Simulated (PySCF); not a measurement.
# Nonlinear optical response: SMILES CN(C)C(F)=C=CF, C5H7F2N

Cartesian coordinates in Å; atom numbers follow the order of the lines, from 1:
```xyz
15

C    -0.4480   -1.0826   -0.8011
N    -0.7101    0.2283   -0.2682
C    -2.0590    0.4886    0.1796
C     0.3394    0.8913    0.3001
F     0.0228    2.1376    0.6614
C     1.5636    0.4272    0.5002
C     2.7877   -0.0197    0.5272
F     3.6136    0.0018   -0.5320
H    -0.3664   -1.8548   -0.0117
H     0.4966   -1.0707   -1.3630
H    -1.2632   -1.3648   -1.4831
H    -2.3606   -0.1834    1.0065
H    -2.1461    1.5252    0.5229
H    -2.7600    0.3425   -0.6562
H     3.2864   -0.4628    1.3981
```

Theory: quadratic response CAM-B3LYP/aug-cc-pVDZ first hyperpolarisability, Taylor convention, gas phase (PySCF 2.14.0). Geometry: PBE0-D3(BJ)/def2-SVP.

Problem. Give β for the processes computed.

Solution. In au, Taylor convention; the vector part is βᵢ = ⅓ Σⱼ (βᵢⱼⱼ + βⱼᵢⱼ + βⱼⱼᵢ); β∥ is 3/5 of the vector part along the dipole, the dipole points from − to +:
| process | λ (nm) | β vector norm | β∥ | β HRS | depolarisation ratio |
| --- | --- | --- | --- | --- | --- |
| static β(0;0,0) | ∞ | 313.5 | 9.1 | 130.8 | 4.87 |
| second harmonic β(−2ω;ω,ω) | 1907 | 335.2 | 13.2 | 140.0 | 4.87 |
| Pockels β(−ω;ω,0) | 1907 | 320.5 | 10.4 | – | – |
| second harmonic β(−2ω;ω,ω) | 1064 | 393.3 | 24.6 | 164.7 | 4.86 |
| Pockels β(−ω;ω,0) | 1064 | 336.8 | 13.6 | – | – |

Problem. Which lowest excitations, dipole and polarisabilities go with it?

Solution. S1 4.65 eV (f = 0.006); S2 5.37 eV (f = 0.079); S3 6.00 eV (f = 0.215); dipole 3.28 D; isotropic α 79.3 au static, 79.6 au at 1907 nm, 80.3 au at 1064 nm, 80.6 au at 953.5 nm, 83.7 au at 532 nm.
